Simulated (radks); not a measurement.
La+, configuration [Xe] 5d2.

Calculated with a radial shooting solver on a logarithmic mesh with Libxc functionals: Dirac Kohn-Sham, LDA (Slater exchange, Perdew-Wang correlation), spin-unpolarised, spherical densities, point nucleus; open shells are shared between the two j in proportion to 2j + 1.

Energy parts (hartree):
| part | energy |
|---|---|
| total | -8490.8557 |
| kinetic | 9084.9283 |
| electron-nucleus | -20656.3304 |
| Hartree | 3277.8916 |
| exchange-correlation | -197.3452 |

Orbitals (lengths in bohr, moments of r in powers of bohr; r(max) is where P^2 peaks):
orbital,occ.,eigenvalue (hartree),r(max),<r>
1s1/2,2,-1421.586,0.01609,0.02509
2s1/2,2,-226.3689,0.09117,0.1071
2p1/2,2,-213.5911,0.06951,0.08994
2p3/2,4,-198.4281,0.07468,0.09604
3s1/2,2,-48.51228,0.2609,0.2852
3p1/2,2,-43.11480,0.2474,0.2749
3p3/2,4,-40.16124,0.2587,0.2870
3d3/2,4,-30.67228,0.2081,0.2579
3d5/2,6,-30.03969,0.2113,0.2617
4s1/2,2,-9.89676,0.6086,0.6545
4p1/2,2,-7.91095,0.6189,0.6748
4p3/2,4,-7.27784,0.6434,0.7022
4d3/2,4,-4.01713,0.6674,0.7626
4d5/2,6,-3.90731,0.6755,0.7723
4f5/2,0,-0.31705,0.7433,1.179
4f7/2,0,-0.30692,0.7484,1.192
5s1/2,2,-1.57789,1.406,1.559
5p1/2,2,-1.03802,1.541,1.757
5p3/2,4,-0.94509,1.609,1.841
5d3/2,0.8,-0.27481,2.234,2.865
5d5/2,1.2,-0.26769,2.273,2.917
6s1/2,0,-0.28385,3.647,4.115

The highest occupied level is 5d5/2 at -7.284 eV. The configuration is held as typed, so some empty levels lie below it. For comparison, the ionisation energy in NIST's Atomic Spectra Database is 11.185 eV (measured). In exact Kohn-Sham theory the highest level is minus the ionisation energy, but local and semilocal functionals leave it too shallow, through self-interaction and a potential that decays too fast; potentials with the right tail come closer.

Beside tabulated values, note that spin-unpolarised runs miss the spin-polarisation part of the exchange energy of open shells.
